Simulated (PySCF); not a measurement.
System: trihydroxy(methoxy)silane, CH6O4Si (charge 0, singlet). SMILES: [Si](O)(O)(OC)O
Structure (B3LYP-D3(BJ)/def2-TZVP (Ansatz) minimum search):
```
Si
O 1 1.6271
C 2 1.4221 1 124.75
H 3 1.0895 2 107.89 1 173.89
H 3 1.0920 4 109.19 2 120.76
H 3 1.0932 4 108.86 5 118.89
O 1 1.6353 2 106.66 3 -48.82
H 7 0.9601 1 117.40 2 160.97
O 1 1.6356 2 106.72 3 -172.55
H 9 0.9604 1 117.18 2 36.87
O 1 1.6374 2 115.32 3 69.05
H 11 0.9605 1 117.00 2 81.72
```

Dispersion corrections to the total energy (kcal/mol) from the dftd3 and dftd4 libraries through PySCF: D3(BJ) without and D4 with the three-body term, each with the damping fitted for the functional named.

```tsv
functional	D3(BJ)	D4
BHLYP	-7.25	-6.86
BLYP	-11.22	-12.94
B2PLYP	(withheld)	-4.08
r2SCAN	(withheld)	-1.47
PW6B95	-2.72	-5.11
B2GP-PLYP	-3.49	-2.46
PBE	(withheld)	-5.85
```

Task: What belongs in the gaps?

Result: 
- B2PLYP, D3(BJ): -4.31
- r2SCAN, D3(BJ): -1.52
- PBE, D3(BJ): -5.29
